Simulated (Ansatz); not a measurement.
`[F][Sn]([F])([Cl])[I]` → `FI` + `[F][Sn][Cl]` at 500 K and 1 bar (stannylene formation by 1,1-elimination).

Computed with Ansatz on PBE0-D4/def2-TZVP structures; ΔE is electronic, products minus reactants. CBS: MP2 limit from def2 TZ/QZ plus the TZ coupled-cluster correction, frozen cores. Elements past krypton have def2 core potentials. For I, Sn outer-core shells are correlated without core-valence functions, which leaves a few kJ/mol of doubt a bond.

```
                species  CCSD(T)/CBS energy (Eh)  H − E (kJ/mol)  S (J/(mol·K))
`[F][Sn]([F])([Cl])[I]`              -1170.98597            57.2          438.1
                   `FI`               -397.18768            19.8          253.6
          `[F][Sn][Cl]`               -773.69640            30.5          327.7
```

H − E and S are ideal-gas, rigid-rotor, harmonic terms from PBE0-D4/def2-TZVP. 1 Eh = 2625.50 kJ/mol, R = 8.31446 J/(mol·K).

Problem. By hand: ΔE, ΔH, ΔS and ΔG.

Solution. ΔE = (-397.18768) + (-773.69640) − (-1170.98597) = 0.10189 Eh = 267.5 kJ/mol. Δ(H − E) = 19.8 + 30.5 − 57.2 = -6.9, so ΔH = 260.6 kJ/mol. ΔS = 253.6 + 327.7 − 438.1 = 143.2 J/(mol·K). ΔG = 260.6 − 500 × (143.2)/1000 = 189.0 kJ/mol.

Problem. By hand: the equilibrium constant, and the temperature at which ΔG would vanish if ΔH and ΔS stayed fixed.

Solution. log₁₀ K = −ΔG/(RT ln 10) = -19.7. ΔG = 0 at ΔH/ΔS = 1820 K.

The number of gas molecules changes by +1, which sets the sign of ΔS. A doubt of 5 kJ/mol in ΔE shifts log₁₀ K by 0.5 here. These are equilibria of isolated gas molecules and say nothing of rates. Largest T1 diagnostic: 0.016 (customary marks: 0.02 for closed shells, 0.045 for open ones).
